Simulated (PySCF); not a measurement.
**How methods differ on the ionisation energy of Be⁺**

Be⁺ [He] 2s1 (2S) → Be²⁺ 1s2 (1S), as a difference of total energies. Computed with PySCF 2.14 in aug-cc-pVQZ (6s5p4d3f2g, 80 functions), with the non-relativistic Hamiltonian (point nucleus). The calculations carry no spin-orbit coupling.

Order these methods by the ionisation energy they give, lowest first.
A. BLYP
B. LDA
C. M06-2X
D. PBE0

B (18.249 eV), C (18.348 eV), D (18.452 eV), A (18.538 eV).

For comparison: 18.211 eV (measured; NIST Atomic Spectra Database, ionization energies).
